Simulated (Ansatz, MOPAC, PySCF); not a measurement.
Molecule: C₄H₅GeO, net charge 0, doublet state. SMILES: [GeH2][c]1ccco1
Structure (B3LYP-D3(BJ)/def2-TZVP (Ansatz, a program for electronic structure) minimum search):
```
C
C 1 1.3718
H 2 1.0772 1 125.64
O 1 1.3772 2 108.46 3 179.59
C 4 1.3559 1 107.66 2 1.00
C 5 1.3591 4 110.54 1 -0.55
H 5 1.0759 4 116.16 1 178.97
H 6 1.0768 5 126.41 7 0.23
Ge 1 1.9264 2 132.51 3 6.02
H 9 1.5443 1 110.05 2 -149.27
H 9 1.5451 10 111.93 1 -119.53
```
Charge 0, spin multiplicity 2.

Unscaled harmonic wavenumbers (cm⁻¹) in rising order, each level at the stationary point that it reaches from this structure (no distance between atoms moves by over 0.3 Å); the order of modes can differ between levels, and a negative number is imaginary. B3LYP-D3(BJ)/def2-TZVP (PySCF, at the structure above): 148, 163, 187, 335, 575, 591, 609, 654, 756, 823, 828, 879, 909, 915, 1029, 1090, 1134, 1171, 1233, 1400, 1443, 1567, 2065, 2103, 3245, 3256, 3277.

PM6 (MOPAC): 158, 182, 194, 365, 366, 484, 501, 559, 760, 797, 814, 847, 867, 909, 1048, 1076, 1138, 1187, 1206, 1317, 1435, 1551, 2339, 2407, 2774, 2785, 2795. Zero-point energy 44.1 against 46.3 kcal/mol; where all levels lie over 400 cm⁻¹, the wavenumbers are on average 0.960 times those of B3LYP-D3(BJ)/def2-TZVP.

PM7 (MOPAC): 150, 159, 168, 342, 426, 460, 497, 575, 749, 838, 845, 899, 911, 972, 1095, 1129, 1168, 1260, 1263, 1382, 1561, 1637, 2043, 2249, 2766, 2791, 2800. Zero-point energy 44.5 against 46.3 kcal/mol; where all levels lie over 400 cm⁻¹, the wavenumbers are on average 0.980 times those of B3LYP-D3(BJ)/def2-TZVP.

B3LYP/6-31G* with LANL2DZ past Ar (Ansatz): 146, 163, 188, 326, 575, 594, 609, 648, 756, 816, 834, 877, 898, 913, 1038, 1100, 1137, 1190, 1241, 1417, 1452, 1585, 2029, 2064, 3261, 3273, 3298. Zero-point energy 46.4 against 46.3 kcal/mol; where all levels lie over 400 cm⁻¹, the wavenumbers are on average 1.001 times those of B3LYP-D3(BJ)/def2-TZVP.
